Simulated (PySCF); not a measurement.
## Polarisability and C₆ of C (carbon, neutral)

[He] 2s1 2p3, high-spin 5S determinant (an excited configuration). Calculation: PySCF 2.14, in dyall-av3z (15s9p3d2f, 71 functions); the non-relativistic Hamiltonian (point nucleus). Coupled (time-dependent) response in atomic units; α is the mean over directions.

```csv
method,mean α (bohr³),C₆ (like pair),S(−4)
UHF,8.682,30.98,36.75
PBE,11.23,42.62,76.46
PBE0,10.29,38.28,59.51
B97-3,10.19,37.89,57.03
PW91,11.10,41.97,74.82
```

S(−4) is the Cauchy moment in α(ω) = α(0) + S(−4) ω² + …

α(iu) at PBE:

| u (hartree) | α(iu) (bohr³) |
| --- | --- |
| 0 | 11.23 |
| 0.0500 | 11.04 |
| 0.100 | 10.53 |
| 0.200 | 9.025 |
| 0.300 | 7.452 |
| 0.500 | 5.030 |
| 0.750 | 3.251 |
| 1.00 | 2.249 |
| 1.50 | 1.246 |
| 2.00 | 0.7859 |
| 3.00 | 0.3935 |
| 5.00 | 0.1582 |

A single London oscillator, α(iu) = α/(1 + u²/ω²), gives C₆ = (3/4) ω α². Matching the computed C₆ needs ω = 4 × 42.62 / (3 × 11.23²) = 0.451 hartree.
